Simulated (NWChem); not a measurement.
Molecule: CH6BOP; SMILES CB(O)P

```xyz
10

B     -0.1066    -0.4591     0.0540
C      1.1331    -1.4324     0.0103
H      1.4631    -1.5497    -1.0369
H      0.9193    -2.4400     0.4050
H      1.9967    -1.0239     0.5583
O     -1.3756    -0.8947     0.2518
H     -1.4273    -1.8479     0.3870
P      0.1183     1.4606    -0.0525
H     -1.0179     1.7507    -0.8608
H      1.0679     1.4729    -1.1158
```
Atoms are numbered in this order, from 1.

Level: PBE0/def2-SVP (NWChem), optimised geometry, unscaled harmonic frequencies. 

Question: List the harmonic frequencies with IR intensities, and the thermochemistry.

Answer: 
```
frequency (cm⁻¹)  IR intensity (km/mol)
----------------  ---------------------
79                                  0.3
174                                 4.5
233                                 0.2
335                                 3.2
373                                 9.4
552                                20.6
576                                40.3
658                                59.7
722                                24.9
844                                 5.7
872                                20.7
942                               137.0
1093                               37.2
1184                              108.2
1307                               80.1
1377                              209.8
1427                               10.1
1448                               19.5
2423                               36.7
2444                               49.6
3042                                4.9
3130                               13.1
3149                                7.9
3873                               56.7
```

- zero-point energy: 46.1 kcal/mol
- thermal correction to the enthalpy at 298.15 K (with zero-point energy): 50.6 kcal/mol
- heat capacity Cv: 21.1 cal/(mol K)
- entropy at 298.15 K and 1 atm (symmetry number 1): 77.3 cal/(mol K)
- dipole moment: 2.62 D

Rigid rotor and harmonic oscillator; modes under 100 cm⁻¹ make the entropy uncertain.
